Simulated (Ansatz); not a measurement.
A nudged elastic band was laid between two geometries of BrH + H6Si2 (10 atoms, charge 0, multiplicity 1).

Theory: RKS PBE0/def2-SVP (Ansatz).

| Quantity | Value |
| --- | --- |
| movable images | 7 |
| climbing image | yes |
| spring | 5.0 eV/Å² |
| optimiser | quadratic models (default) |
| start path | through a guess of the saddle point |
| force threshold | 0.05 eV/Å |
| iteration limit | 60 |
| end points | relaxed |

Initial state:

```xyz
10
Properties=species:S:1:pos:R:3
Si -0.812 -0.855 -0.053
H 0.084 -1.476 -1.080
H -1.559 -1.953 0.635
H -1.794 0.029 -0.751
Si 0.453 0.354 1.509
H 0.645 0.348 -3.091
Br 0.801 1.718 -2.742
H 1.365 -0.576 2.245
H -0.457 1.011 2.498
H 1.273 1.401 0.829
```

Final state:

```xyz
10
Properties=species:S:1:pos:R:3
Si -1.255 -0.074 -0.138
H 1.872 -1.247 -2.151
H -1.136 -1.454 -0.695
H -2.615 0.094 0.452
Si 0.434 0.414 1.411
H 1.395 -0.665 -2.268
Br -1.067 1.374 -1.839
H 0.381 -0.564 2.542
H 0.225 1.794 1.942
H 1.766 0.329 0.743
```

Problem. Which bonds break or form, and what moves?

Solution. Bonds broken: Si1–H2, H6–Br7. Bonds formed: Si1–Br7, H2–H6. BrH + H6Si2 becomes BrH5Si2 + H2.

Problem. Give the energies along the band, and the barrier.

Solution. The run converged. The highest image is number 4 of 0 to 8, 1.47 eV above the first end and 2.02 eV above the last; the last end lies 0.56 eV below the first. Neighbouring images differ by up to 1.4 eV, so the band resolves the path poorly. A vibrational analysis at the climbing image gives one clearly imaginary mode, 724i cm⁻¹: a first-order saddle point. The orbitals stay closed-shell, which can raise the energy where a bond breaks towards radicals; this wasn't checked here.

```json
{"image": "0", "path coordinate (Å)": "0.00", "energy (eV)": "0.00", "Si1–H2 (Å)": "1.50", "H6–Br7 (Å)": "1.42", "Si1–Br7 (Å)": "4.06"}
{"image": "1", "path coordinate (Å)": "1.17", "energy (eV)": "0.01", "Si1–H2 (Å)": "1.50", "H6–Br7 (Å)": "1.42", "Si1–Br7 (Å)": "4.00"}
{"image": "2", "path coordinate (Å)": "2.34", "energy (eV)": "0.01", "Si1–H2 (Å)": "1.50", "H6–Br7 (Å)": "1.42", "Si1–Br7 (Å)": "3.85"}
{"image": "3", "path coordinate (Å)": "3.50", "energy (eV)": "0.10", "Si1–H2 (Å)": "1.51", "H6–Br7 (Å)": "1.44", "Si1–Br7 (Å)": "3.49"}
{"image": "4", "path coordinate (Å)": "4.67", "energy (eV)": "1.47", "Si1–H2 (Å)": "1.76", "H6–Br7 (Å)": "1.98", "Si1–Br7 (Å)": "2.73"}
{"image": "5", "path coordinate (Å)": "5.71", "energy (eV)": "0.37", "Si1–H2 (Å)": "2.46", "H6–Br7 (Å)": "2.33", "Si1–Br7 (Å)": "2.33"}
{"image": "6", "path coordinate (Å)": "6.75", "energy (eV)": "-0.43", "Si1–H2 (Å)": "3.18", "H6–Br7 (Å)": "2.70", "Si1–Br7 (Å)": "2.25"}
{"image": "7", "path coordinate (Å)": "7.79", "energy (eV)": "-0.55", "Si1–H2 (Å)": "3.86", "H6–Br7 (Å)": "3.19", "Si1–Br7 (Å)": "2.24"}
{"image": "8", "path coordinate (Å)": "8.83", "energy (eV)": "-0.56", "Si1–H2 (Å)": "3.90", "H6–Br7 (Å)": "3.23", "Si1–Br7 (Å)": "2.24"}
```

Problem. What is the geometry of the highest image?

Solution. 
```xyz
10
Properties=species:S:1:pos:R:3:forces:R:3
Si -0.645 -0.563 -0.350 0.00 0.00 0.00
H 0.203 -1.019 -1.824 0.00 -0.01 0.00
H -0.536 -2.064 -0.213 0.00 0.00 0.00
H -2.075 -0.314 -0.658 0.00 0.00 0.00
Si 0.550 0.442 1.391 0.01 0.00 0.00
H 0.198 -0.152 -1.933 0.00 0.00 0.00
Br -0.105 1.778 -1.637 0.00 0.00 0.00
H 0.533 -0.459 2.588 0.00 0.00 0.00
H -0.078 1.752 1.714 0.00 0.00 0.00
H 1.956 0.599 0.921 0.00 0.00 0.00
```

Run time: 4 min on 2 threads of Intel(R) Xeon(R) 6975P-C (Granite Rapids), on a shared host, peak memory 0.27 GiB.
